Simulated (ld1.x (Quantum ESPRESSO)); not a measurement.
Transferability test, TM potential for osmium (Os)

```
Element                 : Os (Z = 76)
Generator               : ld1.x (Quantum ESPRESSO) 7.5
Type                    : norm-conserving Troullier–Martins (Kleinman–Bylander form)
Functional              : PBE
Relativity              : scalar-relativistic
Frozen core             : [Xe] 4f14
Valence charge          : 8
Reference configuration : 5d5 6s0 6p0 (charge +3)
Partial waves           : 6p (bound, empty): rc 2.75 bohr; 5d (bound): rc 1.45 bohr; 6s (bound, empty): rc 1.90 bohr
Local potential         : the s channel
Core correction         : a·sin(br)/r model core inside 1.00 bohr
```

Energies are relative to the spin-unpolarised reference configuration 5d5 6s0 6p0; without spin polarisation the order of configurations can differ from experiment.

| valence configuration | charge | ΔE all-electron (eV) | error AE − PS (meV) |
| --- | --- | --- | --- |
| 5d6 6s2 6p0 | 0 | -55.338 | -54 |
| 5d6 6s0 6p0 | +2 | -28.847 | -120 |
| 5d6 6s0 6p2 | 0 | -44.884 | -8.2 |
| 5d6 6s1 6p1 | 0 | -50.281 | -37 |
| 5d6 6s0 6p1 | +1 | -39.616 | -52 |
| 5d6 6s1.5 6p0 | +0.5 | -51.424 | -76 |

(1) What are ΔE and the potential's error for 5d6 6s1 6p0?

Levels in the configuration 5d6 6s0 6p2:

| level | all-electron (eV) | pseudo (eV) |
| --- | --- | --- |
| 5d | -9.340 | -9.201 |
| 6p | -2.803 | -2.831 |

Results:

(1) ΔE = -45.761 eV all-electron; the error (AE − PS) is -95 meV.
